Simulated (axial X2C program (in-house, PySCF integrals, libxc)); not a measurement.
**Nuclear properties of SnH⁺**

Computed with an in-house all-electron X2C program for linear molecules (integrals from PySCF): two-component X2C with atomic mean-field Coulomb and Gaunt terms, Gaussian nuclei, basis Sn dyall-cv3z, H dyall-v3z with contracted cores.

R = 1.762 Å (near the PBE0 minimum at charge 1 of the determinant lowest at the starting distance; the state shown can have its own minimum elsewhere).

Determinant lowest in the PBE0 search, Ω = 0 (closed shell), highest spinor 50% Sn p, 31% H s, 15% Sn s:

```csv
level,qzz Sn (a.u.),qzz H (a.u.)
PBE0,-11.38,0.08
HF,-11.32,0.08
TPSSh,-11.26,0.08
BP86,-11.33,0.08
BHandHLYP,-11.36,0.08
```

qzz is the electric field gradient, eQq0 = 234.96 MHz × Q/barn × qzz. The operators were transformed with the bare-nucleus X2C matrices; with these basis sets, hyperfine constants and field gradients can be off by tens of per cent, and where levels differ in sign neither size nor sign is settled.

Each state is one determinant with collinear spin. The search compared states at one distance, so a state with another bond length can lie lower. Further determinants of the search, some of them spin-mixed, are not shown.
